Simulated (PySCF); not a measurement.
CH7FOSi2. Atoms are numbered in the order given.

```xyz
12

O      0.2074    -1.5387     0.7080
Si     0.5414     0.0735     0.8563
F      2.1465     0.2704     1.0361
C     -0.0367     0.8798    -0.7035
Si    -1.6416     0.1678    -1.3963
H      0.3880    -2.1172     1.4540
H     -0.0671     0.6490     2.0862
H     -0.1675     1.9592    -0.5180
H      0.7522     0.7786    -1.4686
H     -2.6743     0.0755    -0.3186
H     -2.1717     1.0629    -2.4711
H     -1.4138    -1.1883    -1.9716
```
Charge 0, spin multiplicity 1.

Coordinates come from a PBE0-D3(BJ)/def2-SVP optimisation. The structure was generated by enumeration; whether it is a known compound was not checked. Other conformers were not sampled.

Level of theory: PBE0-D3(BJ)/def2-SVP (PySCF).

Frequencies are harmonic and unscaled.

| mode | ν (cm⁻¹) | IR (km/mol) | moving atoms (share of kinetic energy) |
|---|---|---|---|
| 1 | 33 | 1.1 | H 28 %, C 22 %, F 20 %, Si 17 %, O 13 % |
| 2 | 106 | 0.3 | Si 31 %, O 25 %, H 24 %, F 12 %, C 8 % |
| 3 | 150 | 0.6 | H 83 %, O 10 % |
| 4 | 221 | 31.7 | H 37 %, F 34 %, Si 21 % |
| 5 | 279 | 49.2 | H 59 %, Si 21 %, F 15 % |
| 6 | 286 | 13.2 | H 29 %, Si 27 %, O 22 %, C 12 %, F 10 % |
| 7 | 356 | 73.6 | O 35 %, F 22 %, H 22 %, Si 21 % |
| 8 | 494 | 3.2 | H 86 % |
| 9 | 566 | 1.9 | H 59 %, Si 24 %, C 14 % |
| 10 | 688 | 29.0 | H 77 %, C 14 % |
| 11 | 727 | 78.9 | H 48 %, C 36 %, Si 15 % |
| 12 | 760 | 31.8 | H 48 %, C 33 %, Si 14 % |
| 13 | 802 | 195.7 | H 62 %, C 19 %, Si 11 % |
| 14 | 832 | 17.4 | H 41 %, F 23 %, O 22 %, Si 11 % |
| 15 | 859 | 9.1 | H 74 %, O 14 %, F 8 % |
| 16 | 895 | 344.9 | H 60 %, Si 23 %, F 11 % |
| 17 | 933 | 12.9 | H 72 %, Si 17 %, F 8 % |
| 18 | 944 | 73.9 | H 95 % |
| 19 | 954 | 40.2 | H 97 % |
| 20 | 969 | 242.2 | Si 38 %, H 33 %, O 21 % |
| 21 | 1014 | 27.9 | H 90 %, Si 8 % |
| 22 | 1086 | 177.8 | H 51 %, C 42 % |
| 23 | 1373 | 14.0 | H 92 %, C 8 % |
| 24 | 2226 | 124.7 | H 97 % |
| 25 | 2229 | 82.6 | H 97 % |
| 26 | 2256 | 81.6 | H 97 % |
| 27 | 2263 | 157.9 | H 97 % |
| 28 | 3076 | 0.5 | H 95 % |
| 29 | 3143 | 0.4 | H 91 %, C 9 % |
| 30 | 3943 | 128.7 | H 94 % |
